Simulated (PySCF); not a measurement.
AsH4Si, SMILES [SiH2][AsH2], multiplicity 2.

The structure is a stationary point at PBE-D3(BJ)/def2-TZVP. The isomer is the one that the SMILES or the coordinates give; other isomers of the formula were not compared.

The numbers are results of PBE-D3(BJ)/def2-TZVP in PySCF 2.14.0, not measurements.

Frequencies are harmonic and unscaled.

```tsv
mode	ν (cm⁻¹)	IR (km/mol)	moving atoms (share of kinetic energy)
1	98	0.4	H 98 %
2	338	0.9	Si 66 %, As 29 %
3	438	5.3	H 97 %
4	446	10.4	H 97 %
5	636	52.1	H 90 %
6	672	1.3	H 93 %
7	883	127.2	H 96 %
8	945	9.1	H 99 %
9	2096	49.3	H 99 %
10	2116	76.5	H 98 %
11	2124	46.6	H 99 %
12	2152	109.6	H 96 %
```
